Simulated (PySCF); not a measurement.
A GIAO shielding run with PySCF 2.14 (density fitting, non-relativistic, gas phase) on SMILES CS[Si@](N)(C#N)C[SiH2]C#N, C$_{4}$H$_{9}$N$_{3}$SSi$_{2}$:

```
$ OMP_NUM_THREADS=1 python probes_run.py task.json out

{"job": {"kind": "nmr", "xc": "PBE0", "basis": "pcSseg-1"}, "charge": 0, "multiplicity": 1}
C     -2.893308     0.282147     0.962255
S     -1.264687    -0.164296     1.638994
Si    -0.218236    -0.573128    -0.216528
N     -0.286499     0.648322    -1.417879
C     -1.134539    -2.007535    -0.997263
N     -1.740533    -2.882630    -1.418846
C      1.570598    -1.027995     0.205936
Si     2.519460     0.273984     1.215379
C      2.264703     1.883700     0.294494
N      2.061467     2.847148    -0.292514
H     -3.264192    -0.523818     0.336348
H     -3.555173     0.430125     1.808985
H     -2.808581     1.203093     0.393362
H     -1.128443     0.820804    -1.942140
H      0.264627     1.488004    -1.332437
H      1.579882    -1.966413     0.758694
H      2.091101    -1.217467    -0.731693
H      1.970185     0.475222     2.553623
H      3.962365     0.019984     1.204094
```

Hardware: 1 thread of an Arm Neoverse V2, shared host. The job also computes population analyses, field gradients.

Question: How large is the calculation?

Answer: 98 electrons, 236 basis functions and 1281 auxiliary functions.

Question: How long does it take, and how much memory does it need?

Answer: 55 s of wall time, with 14 SCF cycles and 5 response iterations; peak memory 1.1 GiB. Times on a shared host scatter by some tens of per cent.
